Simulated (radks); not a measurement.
Values are calculated unless marked as measured or tabulated.
Question: Coherent X-ray form factor from a spherical all-electron density. Level of theory: Dirac Kohn-Sham, PBE, spin-unpolarised, spherical densities, finite nucleus; Fermi nuclear charge, rms radius of each element as measured or else 0.836 A^(1/3) + 0.57 fm (a radial shooting solver on a logarithmic mesh with Libxc functionals).

sin(theta)/lambda (1/angstrom)  f0 (electrons)
0.05                                    58.251
0.1                                     56.173
0.15                                    53.184
0.2                                     49.772
0.25                                    46.334
0.3                                     43.113
0.4                                     37.623
0.5                                     33.235
0.6                                     29.582
0.8                                     23.827
1                                       19.875
1.25                                    16.748
1.5                                     14.542
2                                       10.772

The species is in the configuration that NIST lists as its ground one. Which atom or ion scatters so?

Answer: The promethium ion Pm2+, [Xe] 4f5. Extrapolating in s^2 from the first two rows gives f0(0) = 58.9, near the electron count 59; among species with that count, the fall with angle is slower the higher Z, and the table is that of Z = 61; from so few rows the species is fixed only to a neighbour or two.
